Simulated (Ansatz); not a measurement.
Geometry optimisation, RKS PBE-D4/def2-SVP (Ansatz 0.2.0).

input.yaml

```yaml
crystal:
  periodic: [false, false, false]
  atoms:
    - { symbol: Ga, position_ang: [0.0, 0.0, 0.0] }
    - { symbol: "N", position_ang: [0.0, 0.0, 1.93] }
    - { symbol: H, position_ang: [-0.877, -0.2713, 2.46] }
    - { symbol: H, position_ang: [0.877, 0.2713, 2.46] }
    - { symbol: O, position_ang: [1.5501, 0.0, -0.895] }
    - { symbol: H, position_ang: [1.85, -0.9519, -1.0499] }
    - { symbol: O, position_ang: [-1.5501, 0.0, -0.895] }
    - { symbol: H, position_ang: [-2.0598, -0.8467, -0.6865] }
basis:
  gaussian: { orbitals: def2-SVP }
hamiltonian:
  xc: pbe
  dispersion: d4
relax:
  f_tol: 0.02
  max_steps: 40
```

Command:

```bash
$ ansatz run input.yaml --threads 2 --pin off --max-ram 3072MiB --backend cpu --events-out ev --progress --plain --runs-dir out
```

Where does it end, and by what steps?

It converged. After 8 steps the energy has fallen by 0.598 eV; H6 moved furthest, 0.77 Å.

```tsv
step	energy less start (eV)	largest force component (eV/Å)	accepted
0	0.0000	2.375	yes
1	-0.2698	1.495	yes
2	-0.3598	1.224	yes
3	-0.4420	0.558	yes
4	-0.5336	0.365	yes
5	-0.5809	0.219	yes
6	-0.5961	0.079	yes
7	-0.5975	0.025	yes
8	-0.5978	0.009	yes
```

```xyz
8
Properties=species:S:1:pos:R:3
Ga 0.080 -0.260 0.148
N -0.062 -0.193 1.972
H -0.912 0.200 2.384
H 0.758 0.157 2.475
O 1.720 -0.258 -0.589
H 1.661 -0.397 -1.552
O -1.302 -0.482 -0.992
H -2.152 -0.566 -0.523
```

Run time: 18 s on 2 threads of Arm Neoverse V1, with other jobs on the host, peak memory 0.13 GiB.
